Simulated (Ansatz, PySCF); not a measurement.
The pair A = digermane (SMILES [GeH3][GeH3]) (first 8 atoms), B = CH4 (SMILES C); geometry from B3LYP-D3(BJ)/def2-TZVP.
(charge 0, multiplicity 1):
```xyz
13

Ge    -0.1882    -1.4085     0.6535
Ge    -0.3699     0.9892     0.2595
H      0.1695    -2.1320    -0.6575
H     -1.5251    -1.9702     1.1695
H      0.9045    -1.7129     1.6910
H      1.0286     1.6173     0.1209
H     -1.1031     1.6820     1.4201
H     -1.1531     1.2549    -1.0389
C      0.4475     0.3352     4.1759
H     -0.5694     0.2386     3.7983
H      0.8597    -0.6541     4.3673
H      1.0624     0.8473     3.4371
H      0.4364     0.9118     5.0998
```

Cores are frozen in the correlated methods. Filled d and f shells under p-block atoms count as core.

Run with Ansatz (Gaussian orbitals); PySCF for the dispersion terms. Each number belongs to the level named beside it.

The monomers are drawn apart, rigid, along the line of their centres of mass. Counterpoise-corrected interaction energies (kcal/mol):

```csv
level,R = 5.421 Å,R = 7.014 Å
PBE-D3(BJ)/def2-TZVPPD,-0.3546,-0.0614
wB97M-V/def2-TZVPPD,-0.2722,-0.0521
CCSD(T)/aug-cc-pVDZ,-0.2534,-0.0519
```

Question: R is the distance of the centres of mass. Find the local exponent m of E ∝ R⁻ᵐ between the two points.

Answer: 
m = ln(E₁/E₂)/ln(R₂/R₁): PBE-D3(BJ)/def2-TZVPPD 6.8; wB97M-V/def2-TZVPPD 6.4; CCSD(T)/aug-cc-pVDZ 6.2. For scale, two fixed dipoles give m = 3, dipole and quadrupole 4, quadrupoles 5, and dispersion or dipole-induced dipole 6 at long range; at these distances several terms mix, and what is left of overlap and damping shifts m, so it need not match one of them.

Ansatz is a program for electronic structure.
